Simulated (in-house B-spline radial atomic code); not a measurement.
A calculation on Bi⁺ (an excited or competing configuration): its settings, and results tabulated from the run. Method: Dirac-Hartree-Fock, average of configuration, Fermi nucleus of rms radius 5.5211 fm. Calculated with a B-spline radial code for spherical atoms.

Command:
```bash
python run_scf.py task.json out
```
Settings (nuclear radius in fm, mass in u):
```
Z                83
configuration    [Kr] 4d9 4f14 5s2 5p6 5d10 5g1 6s2 6p2
hamiltonian      dirac
method           hf
spin_polarised   False
nucleus          fermi
rms_radius       5.5211
atomic_mass      208.9804
speed_of_light   137.035999084
```

Output (hartree, bohr):
```
 radial grid: 90 intervals, B-splines of order 8, outer radius 102 bohr

 iter        energy (Eh)    residual
    1      -21547.351093    1.11e+00
    2      -21548.151370    5.12e-02
    3      -21548.169816    2.08e-02
    4      -21548.171072    9.62e-03
    5      -21548.171411    1.05e-03
    6      -21548.171425    2.56e-04
    7      -21548.171426    5.71e-05
    8      -21548.171426    2.04e-05
    9      -21548.171426    1.59e-06
   10      -21548.171426    2.49e-07

 total energy                    -21548.17143
 kinetic                           25162.5712
 electron-nucleus                 -54514.1960
 electron-electron                  7803.4533

 first-order corrections (not in the total)
   Gaunt                            28.9059
   retardation                      -3.0634
   frequency dependence             -0.5993
   self-energy                      22.0314
   Uehling                          -4.7506
   Wichmann-Kroll                    0.2223
   recoil                            0.0337

 orbital      occ     eigenvalue          <r>       <r^2>       <1/r>     <1/r^2>       <r^4>       r_max    small
 1s1/2      2.000     -3351.1163    0.0157939 0.000346326     103.166     27108.9  3.3335e-07    0.009662  1.01e-01
 2s1/2      2.000      -609.0848     0.065748  0.00518434     25.5812     3967.12 4.74712e-05     0.05639  2.33e-02
 2p1/2      2.000      -584.1832    0.0539542  0.00365249     25.4898     1248.84 2.80677e-05     0.04125  2.33e-02
 2p3/2      4.000      -498.8019    0.0629562  0.00482825      20.234      560.51 4.58284e-05     0.04904  2.05e-02
 3s1/2      2.000      -150.8662     0.170696   0.0334859     9.39206     917.425   0.0017011      0.1585  7.87e-03
 3p1/2      2.000      -139.6811     0.161462   0.0304717     9.28895     296.178  0.00147815      0.1478  7.80e-03
 3p3/2      4.000      -120.3138     0.177759   0.0367224     7.91879     135.338  0.00211882      0.1634  6.98e-03
 3d3/2      4.000      -102.2030     0.154723   0.0281198      7.7937     76.2922   0.0014037       0.127  6.82e-03
 3d5/2      6.000       -98.1323     0.159676   0.0298213     7.49063     69.2075  0.00156202      0.1313  6.60e-03
 4s1/2      2.000       -37.0977     0.375759    0.159381     3.98679     237.723   0.0365033      0.3558  2.71e-03
 4p1/2      2.000       -32.1681     0.376845    0.161568     3.87589     75.7828   0.0384278      0.3535  2.62e-03
 4p3/2      4.000       -27.3031     0.409504    0.190506     3.42249     35.3171    0.053318      0.3841  2.33e-03
 4d3/2      3.600       -19.3934     0.415082    0.199432     3.21747     18.8131   0.0637537      0.3757  2.11e-03
 4d5/2      5.400       -18.4731     0.425792    0.209658     3.11277     17.0725   0.0704583      0.3852  2.03e-03
 4f5/2      6.000        -8.0276     0.430332    0.219684     2.79843     9.60805   0.0909745      0.3388  1.68e-03
 4f7/2      8.000        -7.8151     0.435952    0.225336     2.75911     9.31659   0.0956262      0.3432  1.65e-03
 5s1/2      2.000        -7.6978     0.828685    0.768088     1.66277     51.3113     0.84211      0.7689  7.33e-04
 5p1/2      2.000        -5.8875     0.879834     0.87091     1.54765     15.3062     1.11336      0.8029  6.52e-04
 5p3/2      4.000        -4.9112         0.96      1.0369      1.3857     7.19084     1.58406      0.8726  5.61e-04
 5d3/2      4.000        -2.2360      1.14574     1.50782     1.15526     3.22829     3.66381      0.9893  4.15e-04
 5d5/2      6.000        -2.1057       1.1829     1.60764     1.11394     2.89622     4.17521       1.018  3.90e-04
 5g7/2      0.444        -0.0800      13.7367     205.897   0.0801112  0.00713706     58485.5       12.49  2.14e-06
 5g9/2      0.556        -0.0800      13.7359     205.877   0.0801173  0.00713841     58475.8       12.49  2.14e-06
 6s1/2      2.000        -1.3082       2.0355     4.64495    0.633812      7.9259     31.7853       1.811  1.35e-04
 6p1/2      0.667        -0.9231      2.35418     6.23126    0.541011     1.98749      58.121       2.065  9.88e-05
 6p3/2      1.333        -0.8088      2.58525     7.49911     0.48618    0.943139     83.5893       2.273  8.12e-05
```

Cost of the run: 5.3 s on 1 thread of Arm Neoverse V1 (shared host).

For the Dirac Hamiltonian the kinetic term is c α·p + (β - 1)c².
